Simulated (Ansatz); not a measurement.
```yaml
crystal:
  periodic: [false, false, false]
  atoms:
    - {symbol: N, position_ang: [1.329849, -1.093873, -1.395662]}
    - {symbol: Hf, position_ang: [-0.059052, 0.404884, -1.226199]}
    - {symbol: O, position_ang: [0.502434, 1.835683, -2.419020]}
    - {symbol: O, position_ang: [-1.645067, -0.271003, -2.128533]}
    - {symbol: C, position_ang: [0.423331, 1.903357, 0.782805]}
    - {symbol: C, position_ang: [-0.981377, 1.800780, 0.660831]}
    - {symbol: C, position_ang: [-1.344702, 0.468900, 0.945445]}
    - {symbol: C, position_ang: [-0.170851, -0.277088, 1.222509]}
    - {symbol: Si, position_ang: [-0.066371, -2.077569, 1.656526]}
    - {symbol: C, position_ang: [0.919684, 0.634022, 1.120103]}
    - {symbol: H, position_ang: [1.517638, -1.530803, -2.288540]}
    - {symbol: H, position_ang: [1.924062, -1.516666, -0.700919]}
    - {symbol: H, position_ang: [1.140815, 2.497117, -2.664601]}
    - {symbol: H, position_ang: [-2.356325, -0.903743, -2.109869]}
    - {symbol: H, position_ang: [1.009868, 2.794266, 0.612453]}
    - {symbol: H, position_ang: [-1.655860, 2.600753, 0.389270]}
    - {symbol: H, position_ang: [-2.351298, 0.076160, 0.921103]}
    - {symbol: H, position_ang: [-1.011137, -2.875085, 0.832517]}
    - {symbol: H, position_ang: [-0.410604, -2.293812, 3.088850]}
    - {symbol: H, position_ang: [1.323467, -2.558707, 1.441347]}
    - {symbol: H, position_ang: [1.961483, 0.382438, 1.259573]}
basis:
  gaussian: {orbitals: def2-TZVP, point_charges: [{charge: 1.00, position_ang: [6.652, 0.721, 0.432]}]}
hamiltonian: {xc: {name: HF}}
correlation: {method: mp2, frozen_orbitals: {N: 0}}
```

```sh
$ ansatz run in.yaml --threads 4 --pin off --events-out ev --progress --plain --max-ram 63488MiB --backend cuda --devices 0, --max-vram 37GiB
```

Problem. How does Ansatz answer? (An estimate is asked.)

Solution. The calculation gave: The input was rejected before any iteration.
```
Functional definition: HF
Error: "frozen_orbitals" has no count for Hf
```
